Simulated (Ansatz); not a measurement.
Correlation energies of C$_{2}$H$_{3}$BSeZn, SMILES `C=[C]1[Zn][BH][Se]1` by basis set

| atom | x (Å) | y (Å) | z (Å) |
| --- | --- | --- | --- |
| C1 | -1.7111 | 0.0582 | -0.8101 |
| C2 | -0.5956 | -0.2493 | -0.1707 |
| Zn3 | 0.5791 | -1.4830 | 0.8780 |
| B4 | 2.0810 | -0.0448 | 0.9745 |
| Se5 | 0.8949 | 1.0610 | -0.0266 |
| H6 | -1.8973 | 1.0152 | -1.2905 |
| H7 | -2.5090 | -0.6764 | -0.8735 |
| H8 | 3.1578 | 0.3191 | 1.3190 |

The species carries charge 0 and has multiplicity 1. For Zn the d shell is correlated and the shells below it are frozen. Correlated methods include outer-core shells of Se, which these sets cover unevenly. Scalar relativity is left out up to krypton. The structure was optimised at the PBE0-D4/def2-TZVP level. Frozen core, restricted reference, the Gaussian-basis code of Ansatz.

```csv
basis,HF (Eh),MP2 corr.,CCSD corr.,(T),CCSD(T) total
def2-SVP,-4279.10680,-0.88438,-0.88852,-0.03548,-4280.03080
def2-TZVPP,-4279.76144,-1.19772,-1.16836,-0.05374,-4280.98354
def2-QZVPP,-4279.85360,-1.56209,–,–,–
```
